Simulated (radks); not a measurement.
Results of a calculation; reference values are marked as such.
How relativity changes the ionisation of the copper ion Cu2+ ([Ar] 3d9) to Cu3+ ([Ar] 3d8). Spin-unpolarised spherical Kohn-Sham, PBE, point nucleus unless stated (finite: rms radius 3.8823 fm), a radial shooting solver on a logarithmic mesh with Libxc functionals. A level marked "c x" has the speed of light scaled by that factor and shares open shells by 2j + 1; other Dirac levels either fill j = l - 1/2 first or share by 2j + 1.

\begin{tabular}{lrrrrr}
level & E(Cu2+) (hartree) & E(Cu3+) (hartree) & IE (eV) & HOMO & <r> HOMO (bohr) \\ \hline
non-rel. & -1639.20996 & -1637.76613 & 39.289 & 3d & 0.9178 \\
scalar-rel. & -1653.76578 & -1652.33184 & 39.020 & 3d & 0.9223 \\
scalar-rel., finite nucleus & -1653.75844 & -1652.32449 & 39.020 & 3d & 0.9223 \\
Dirac, 2j+1 shares & -1653.81824 & -1652.38430 & 39.019 & 3d5/2 & 0.9248 \\
Dirac, low j first & -1653.82265 & -1652.39397 & 38.876 & 3d5/2 & 0.9250 \\
Dirac, 2j+1 shares, finite nucleus & -1653.81089 & -1652.37695 & 39.019 & 3d5/2 & 0.9248 \\
Dirac, c x 1.5 & -1645.62288 & -1644.18348 & 39.168 & 3d5/2 & 0.9209 \\
Dirac, c x 10 & -1639.35289 & -1637.90916 & 39.286 & 3d5/2 & 0.9178 \\
Dirac, c x 100 & -1639.21139 & -1637.76756 & 39.288 & 3d5/2 & 0.9178 \\
\end{tabular}

NIST Atomic Spectra Database: 36.84 eV (measured). The relativistic part of the total energy of Cu2+ is -14.6 hartree (Dirac, 2j+1 shares, finite nucleus), 0.89 % of the non-relativistic value. Spin polarisation and multiplet splitting of open shells are left out at every level.

Beside tabulated values, note that spin-unpolarised runs miss the spin-polarisation part of the exchange energy of open shells.
